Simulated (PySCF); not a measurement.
PySCF input file for C2H6F2OSi, SMILES [SiH3]C(OC)(F)F, SMD-PBE0/6-31G*. Geometry: B3LYP-D3(BJ)/def2-SVP. This is a generated structure with no PubChem entry under its InChIKey; it may be hypothetical. One conformer was computed; it need not be the lowest.

```python
import numpy as np
from pyscf import gto, scf, dft
from pyscf.solvent import smd

mol = gto.M(
    atom='''
    C     2.28455526   -0.25469002    0.29875598
    O     1.06601345   -0.34803644   -0.44693982
    C    -0.06045667    0.07707090    0.17077871
    F     0.06564040    1.39293931    0.55996056
    F    -0.25965941   -0.61263848    1.34696302
    Si   -1.57794616   -0.13596571   -0.99946741
    H     2.23133385   -0.86783753    1.21096822
    H     3.07539087   -0.63570560   -0.35844367
    H     2.49709820    0.79058320    0.56916173
    H    -2.78316546    0.34536229   -0.27430593
    H    -1.71139314   -1.57738005   -1.33643113
    H    -1.34454635    0.67579664   -2.22240731
    ''',
    basis='6-31G*',
    charge=0,
    spin=0,
    max_memory=1600,
    verbose=3,
)
mf = dft.RKS(mol, xc='pbe0').density_fit(auxbasis='def2-universal-jkfit')
mf.grids.level = 3
mf.conv_tol = 1e-9
mf.max_cycle = 100
mf.kernel()
res = {}
for name in ['water', 'acetone', 'ethylethanoate']:
    s = mf.SMD()
    s.with_solvent.solvent, s.with_solvent.sasa_ng = name, 194
    s.kernel(mf.make_rdm1())
    res[name] = (s.e_tot, s.with_solvent.get_cds(), s.dip_moment(), s.mo_energy, s.converged)
    print(f'SMD {name}: dG(solv) = {(s.e_tot - mf.e_tot) * 627.509474:.3f} kcal/mol, of which CDS {res[name][1] * 627.509474:.3f}')
```

Log of the run:

```
converged SCF energy = -643.693242518003
converged SCF energy = -643.690514761071
Dipole moment(X, Y, Z, Debye):  1.05860, -0.37449, -0.50876
SMD water: dG(solv) = 1.712 kcal/mol, of which CDS 5.064
converged SCF energy = -643.696448842918
Dipole moment(X, Y, Z, Debye):  1.07234, -0.40088, -0.57121
SMD acetone: dG(solv) = -2.012 kcal/mol, of which CDS 0.560
converged SCF energy = -643.695911712621
Dipole moment(X, Y, Z, Debye):  1.04207, -0.38922, -0.55505
SMD ethylethanoate: dG(solv) = -1.675 kcal/mol, of which CDS 0.427
```

Self-consistency was reached.

Cost: about 60 core-seconds (a rough figure).
